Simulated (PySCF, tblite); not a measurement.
Isomers of C5H12Si3, one GFN2-xTB conformer each. Single-point energies are computed at PBE0/pcSseg-1 (PySCF, gas phase, no added dispersion term), electronic only.

Question: Rank them by PBE0/pcSseg-1 energy, lowest first (kcal/mol).
A. `[CH:1]#[C:2][Si@H:3]([CH:4]=[CH2:5])[CH:6]([SiH3:7])[SiH3:8]` with C2–Si3–C4–C5 -23°, C2–Si3–C6–Si7 52°
B. `[CH:1]#[C:2][Si@@H:3]([SiH2:4][CH3:5])[SiH:6]1[CH2:7][CH2:8]1` with C2–Si3–Si4–C5 51°, C2–Si3–Si6–C7 -170°

Answer: A (0.0), B (1.8).

As drawn, the lower has a C=C bond outside aromatic rings, which the higher lacks; the higher has a three-membered ring and an Si–Si bond, which the lower lacks. Neighbours under 2.5 kcal/mol apart (C#C[Si@H](C=C)C([SiH3])[SiH3] and C#C[Si@@H]([SiH2]C)[SiH]1CC1) can change places with a better method, another conformer or zero-point energy. GFN2-xTB itself gives, in the same order: 0.0, 17.3. Both levels put the same isomer lowest.

Question: Which frontier levels, dipoles and rotational constants go with these structures?

Answer: 
```tsv
SMILES	HOMO (eV, PBE0/pcSseg-1)	LUMO (eV)	dipole (D)	A, B, C (MHz)
C#C[Si@H](C=C)C([SiH3])[SiH3]	-7.97	-0.63	0.55	1390, 819.6, 713.5
C#C[Si@@H]([SiH2]C)[SiH]1CC1	-6.84	-0.73	0.88	1279, 844.4, 620.5
```

Question: What happens when harmonic zero-point energies from GFN2-xTB frequencies are added?

Answer: 
| SMILES | ZPE (kcal/mol) | electronic (kcal/mol) | with ZPE (kcal/mol) |
| --- | --- | --- | --- |
| C#C[Si@H](C=C)C([SiH3])[SiH3] | 83.4 | 0.0 | 0.0 |
| C#C[Si@@H]([SiH2]C)[SiH]1CC1 | 88.9 | 1.8 | 7.3 |

The zero-point energies span 5.5 kcal/mol. The order is unchanged.

Question: As an exercise, what shares would exp(−E/RT) give at 500 K from these electronic energies alone (no entropy, no degeneracies)?

Answer: RT = 0.994 kcal/mol: C#C[Si@H](C=C)C([SiH3])[SiH3] 85.5 %, C#C[Si@@H]([SiH2]C)[SiH]1CC1 14.5 %.
